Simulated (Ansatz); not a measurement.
Frontier orbitals of BGeH9Si2, SMILES `B[SiH2][GeH2][SiH3]`.

```xyz
13

B     2.084    0.483   -0.822
Si    1.481    0.049    1.017
Ge   -0.867    0.533    0.840
Si   -1.884   -0.813   -0.837
H     2.007   -0.329   -1.695
H     2.415    1.593   -1.116
H     1.588   -1.386    1.401
H     2.046    0.893    2.105
H    -1.069    2.023    0.504
H    -1.528    0.269    2.207
H    -1.624   -2.249   -0.553
H    -3.353   -0.590   -0.889
H    -1.297   -0.475   -2.161
```

Total charge 0; spin multiplicity 1. Correlated methods include outer-core shells of Ge, which these sets cover unevenly. Scalar relativity is left out up to krypton. The structure was optimised at the PBE0-D4/def2-TZVP level. It is one conformer, not always the lowest. Basis def2-TZVPP, Ansatz.

Orbital energies of one run (eV). Highest occupied ones, from the top: -6.73, -7.17, -7.75, -8.12, -8.27, -8.67, -8.91, -9.11, -11.46, -12.47, -13.44, -14.64, -29.60, -29.60. Empty: -3.41, -0.88, -0.54, -0.40, -0.13, 0.32.

Q: Which functional gave them?
A. LC-ωPBE
B. PBE
C. ωB97M-V
D. CAM-B3LYP

A: B. HOMO energies: PBE -6.73, LC-ωPBE -10.16, CAM-B3LYP -8.89, ωB97M-V -9.66 eV.

LC-ωPBE has ω = 0.4 bohr⁻¹.
